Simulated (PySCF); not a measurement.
Order these species by their calculated properties.

Species are written as SMILES; each is one conformer at its optimised geometry, gas phase, non-relativistic unless stated. Electronic properties by PySCF.

Dipoles, sizes and rotational constants follow the conformer. The torsions of the flexible species, by atom-mapped SMILES:
- `[F:1][C@@H:2]1[CH2:3][CH2:4][Si:5]1([PH2:6])[PH2:7]`: H–P6–Si5–C4 -130°, H–P6–Si5–C4 -38°, H–P7–Si5–C4 -83°, H–P7–Si5–C4 -176°
- `[F:1][CH:2]([F:3])[C:4]1([O:5][CH2:6][SiH3:7])[CH2:8][SiH2:9][CH2:10]1`: F1–C2–C4–O5 166°, C2–C4–O5–C6 64°, C4–O5–C6–Si7 158°
- `[O:1]=[C:2]([SiH3:3])[O:4][C@@:5]1([F:6])[CH2:7][C@H:8]1[CH2:9][F:10]`: O1–C2–O4–C5 1°, C2–O4–C5–F6 83°, C7–C8–C9–F10 32°
- `[CH3:1]/[CH:2]=[C:3](/[Cl:4])[O:5][C:6]([CH3:7])=[O:8]`: C2–C3–O5–C6 -66°, C3–O5–C6–C7 -178°
- `[CH3:1][C:2](=[O:3])/[CH:4]=[C:5](/[O:6][SiH3:7])[CH:8]([F:9])[F:10]`: C1–C2–C4–C5 -179°, C4–C5–O6–Si7 -170°, C4–C5–C8–F9 -112°
- `[O:1]=[C:2]1[CH2:3][CH2:4][C@@H:5]1[O:6][SiH2:7][CH:8]([F:9])[F:10]`: C4–C5–O6–Si7 -170°, C5–O6–Si7–C8 -71°, O6–Si7–C8–F9 56°

(1) Rank by smallest rotational constant, highest first (GFN2-xTB).
A. `C#CC#CC1=CC[SiH2]1`
B. `CC(=O)/C=C(/O[SiH3])C(F)F`
C. `F[C@@H]1CC[Si]1(P)P`
D. `FC(F)C1(OC[SiH3])C[SiH2]C1`
E. `C1[SiH2][SiH2][SiH2][SiH2]1`
F. `C/C=C(/Cl)OC(C)=O`
G. `O=C([SiH3])O[C@@]1(F)C[C@H]1CF`

(2) Give the two extremes of that set in cm⁻¹.

(3) Rank by HOMO–LUMO gap, lowest first (PBE0/pcSseg-1 at GFN2-xTB geometries).
A. `O=C([SiH3])O[C@@]1(F)C[C@H]1CF`
B. `C(F)(F)[SiH2]O[C@H]1CCC1=O`
C. `FC(F)C1(OC[SiH3])C[SiH2]C1`
D. `CC(=O)/C=C(/O[SiH3])C(F)F`

(4) Rank by dipole moment, highest first (PBE0/pcSseg-1 at GFN2-xTB geometries).
A. `O=C1CC[C@@H]1O[SiH2]C(F)F`
B. `CC(=O)/C=C(/O[SiH3])C(F)F`
C. `FC(F)C1(OC[SiH3])C[SiH2]C1`
D. `O=C([SiH3])O[C@@]1(F)C[C@H]1CF`

(5) Give the two extremes of that set in atomic units.

## Answers

(1) E (1.048 GHz), F (0.952 GHz), C (0.868 GHz), G (0.700 GHz), A (0.623 GHz), B (0.554 GHz), D (0.488 GHz).

(2) `FC(F)C1(OC[SiH3])C[SiH2]C1`: 0.0163 cm⁻¹; `C1[SiH2][SiH2][SiH2][SiH2]1`: 0.0349 cm⁻¹.

(3) D (5.64 eV), B (6.16 eV), A (7.04 eV), C (7.83 eV).

(4) A (3.62 D), B (2.89 D), D (1.53 D), C (0.70 D).

(5) `FC(F)C1(OC[SiH3])C[SiH2]C1`: 0.27 au; `O=C1CC[C@@H]1O[SiH2]C(F)F`: 1.43 au.
